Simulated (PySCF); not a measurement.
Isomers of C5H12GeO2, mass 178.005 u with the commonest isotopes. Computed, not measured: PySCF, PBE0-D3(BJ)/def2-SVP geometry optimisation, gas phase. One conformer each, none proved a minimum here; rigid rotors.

**Question.** Order these by dipole moment, largest first.
A. `[CH3:1][CH2:2][O:3][GeH2:4][O:5][CH:6]1[CH2:7][CH2:8]1` with C1–C2–O3–Ge4 -176°, C2–O3–Ge4–O5 -59°, O3–Ge4–O5–C6 168°, Ge4–O5–C6–C7 78°
B. `[CH3:1][CH2:2][C@@H:3]1[CH2:4][O:5][Ge@@H:6]([CH3:7])[O:8]1` with C1–C2–C3–C4 -73°, C2–C3–C4–O5 -82°, C3–C4–O5–Ge6 -31°, C4–O5–Ge6–C7 -102°, O5–Ge6–O8–C3 12°
C. `[CH2:1]=[C:2]([CH3:3])[CH2:4][O:5][GeH2:6][O:7][CH3:8]` with C1–C2–C4–O5 -2°, C2–C4–O5–Ge6 -97°, C4–O5–Ge6–O7 80°, O5–Ge6–O7–C8 -81°
D. `[CH3:1][CH2:2][C@@H:3]1[CH2:4][O:5][Ge@H:6]([CH3:7])[O:8]1` with C1–C2–C3–C4 -74°, C2–C3–C4–O5 -81°, C3–C4–O5–Ge6 -34°, C4–O5–Ge6–C7 133°, O5–Ge6–O8–C3 8°

**Answer.** C (2.25 D), A (1.56 D), D (0.89 D), B (0.74 D).

**Question.** Order these by out-of-plane moment Σ m c² = (Ia + Ib − Ic)/2, smallest first.
A. `[CH3:1][CH:2]([CH3:3])[GeH:4]1[O:5][CH2:6][CH2:7][O:8]1` with C1–C2–Ge4–O5 -52°, C2–Ge4–O5–C6 130°, Ge4–O5–C6–C7 -32°, O5–C6–C7–O8 41°, C6–C7–O8–Ge4 -30°
B. `[CH3:1][CH2:2][C@@H:3]1[CH2:4][O:5][Ge@H:6]([CH3:7])[O:8]1` with C1–C2–C3–C4 -74°, C2–C3–C4–O5 -81°, C3–C4–O5–Ge6 -34°, C4–O5–Ge6–C7 133°, O5–Ge6–O8–C3 8°
C. `[CH2:1]=[C:2]([CH3:3])[CH2:4][O:5][GeH2:6][O:7][CH3:8]` with C1–C2–C4–O5 -2°, C2–C4–O5–Ge6 -97°, C4–O5–Ge6–O7 80°, O5–Ge6–O7–C8 -81°
D. `[CH3:1][CH2:2][C@@H:3]1[CH2:4][O:5][Ge@@H:6]([CH3:7])[O:8]1` with C1–C2–C3–C4 -73°, C2–C3–C4–O5 -82°, C3–C4–O5–Ge6 -31°, C4–O5–Ge6–C7 -102°, O5–Ge6–O8–C3 12°
E. `[CH3:1][CH2:2][O:3][GeH2:4][O:5][CH:6]1[CH2:7][CH2:8]1` with C1–C2–O3–Ge4 -176°, C2–O3–Ge4–O5 -59°, O3–Ge4–O5–C6 168°, Ge4–O5–C6–C7 78°

**Answer.** E (21.55 u·Å²), C (49.23 u·Å²), D (50.10 u·Å²), B (68.02 u·Å²), A (86.10 u·Å²).

**Question.** Order these by radius of gyration √(Σ m r²/M), largest first.
A. `[CH2:1]=[C:2]([CH3:3])[CH2:4][O:5][GeH2:6][O:7][CH3:8]` with C1–C2–C4–O5 -2°, C2–C4–O5–Ge6 -97°, C4–O5–Ge6–O7 80°, O5–Ge6–O7–C8 -81°
B. `[CH3:1][CH2:2][C@@H:3]1[CH2:4][O:5][Ge@H:6]([CH3:7])[O:8]1` with C1–C2–C3–C4 -74°, C2–C3–C4–O5 -81°, C3–C4–O5–Ge6 -34°, C4–O5–Ge6–C7 133°, O5–Ge6–O8–C3 8°
C. `[CH3:1][CH:2]([CH3:3])[GeH:4]1[O:5][CH2:6][CH2:7][O:8]1` with C1–C2–Ge4–O5 -52°, C2–Ge4–O5–C6 130°, Ge4–O5–C6–C7 -32°, O5–C6–C7–O8 41°, C6–C7–O8–Ge4 -30°
D. `[CH3:1][CH2:2][C@@H:3]1[CH2:4][O:5][Ge@@H:6]([CH3:7])[O:8]1` with C1–C2–C3–C4 -73°, C2–C3–C4–O5 -82°, C3–C4–O5–Ge6 -31°, C4–O5–Ge6–C7 -102°, O5–Ge6–O8–C3 12°
E. `[CH3:1][CH2:2][O:3][GeH2:4][O:5][CH:6]1[CH2:7][CH2:8]1` with C1–C2–O3–Ge4 -176°, C2–O3–Ge4–O5 -59°, O3–Ge4–O5–C6 168°, Ge4–O5–C6–C7 78°

**Answer.** E (2.215 Å), A (2.060 Å), D (1.939 Å), B (1.906 Å), C (1.776 Å).

```json
{"SMILES": "CC[C@@H]1C[O][Ge@H]([CH3])[O]1", "point group": "C1", "Ia (u·Å²)": "178.06", "Ib (u·Å²)": "536.44", "Ic (u·Å²)": "578.46", "κ": "-0.93", "μa (D)": "0.33", "μb (D)": "0.75", "μc (D)": "0.36"}
{"SMILES": "C=C(C)C[O][GeH2][O]C", "point group": "C1", "Ia (u·Å²)": "226.49", "Ib (u·Å²)": "577.96", "Ic (u·Å²)": "705.97", "κ": "-0.79", "μa (D)": "0.64", "μb (D)": "0.05", "μc (D)": "2.15"}
{"SMILES": "CC[O][GeH2][O]C1CC1", "point group": "C1", "Ia (u·Å²)": "146.98", "Ib (u·Å²)": "748.16", "Ic (u·Å²)": "852.05", "κ": "-0.94", "μa (D)": "0.72", "μb (D)": "0.53", "μc (D)": "1.28"}
{"SMILES": "C[CH](C)[GeH]1[O]CC[O]1", "point group": "C1", "Ia (u·Å²)": "190.49", "Ib (u·Å²)": "457.23", "Ic (u·Å²)": "475.52", "κ": "-0.95", "μa (D)": "0.89", "μb (D)": "0.36", "μc (D)": "0.16"}
{"SMILES": "CC[C@@H]1C[O][Ge@@H]([CH3])[O]1", "point group": "C1", "Ia (u·Å²)": "135.88", "Ib (u·Å²)": "583.46", "Ic (u·Å²)": "619.14", "κ": "-0.97", "μa (D)": "0.67", "μb (D)": "0.13", "μc (D)": "0.27"}
```
